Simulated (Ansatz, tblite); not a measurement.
Cost and result up the ladder for [ReO4]- (ReO₄⁻) (5 atoms). The state is a singlet with charge -1. Geometry: PBE0-D4/def2-SVPD.

```xyz
5

Re    0.0000    0.0000    0.0000
O     0.2826   -0.4885   -1.6372
O     1.2205   -0.6789    1.0238
O    -1.5576   -0.5602    0.5089
O     0.0545    1.7277    0.1044
```

Ansatz on 4 threads of AMD EPYC 9R45 on a shared host; xTB runs through tblite on one thread. Times are rough, summed over both states, and most runs start from the orbitals of an earlier one. PBE0-D4/def2-TZVPD serves as the yardstick here, not as an exact answer. The other state is a doublet.

In the def2 sets Re takes a core potential; there is no spin–orbit coupling. The xTB rows come from tblite.

Raw xTB energies of ions are shifted by several eV.

```json
{"level": "GFN2-xTB", "functions": "25", "wall time": "0.004 s", "vertical IE (eV)": "10.94", "difference from PBE0-D4/def2-TZVPD (eV)": "5.13"}
{"level": "GFN1-xTB", "functions": "25", "wall time": "0.006 s", "vertical IE (eV)": "13.15", "difference from PBE0-D4/def2-TZVPD (eV)": "7.35"}
{"level": "PBE0-D4/def2-TZVPD (with forces)", "functions": "203", "wall time": "6 s", "vertical IE (eV)": "5.81", "difference from PBE0-D4/def2-TZVPD (eV)": "0.00"}
{"level": "r2SCAN-D4/def2-TZVPD", "functions": "203", "wall time": "7.7 s", "vertical IE (eV)": "5.62", "difference from PBE0-D4/def2-TZVPD (eV)": "-0.19"}
```
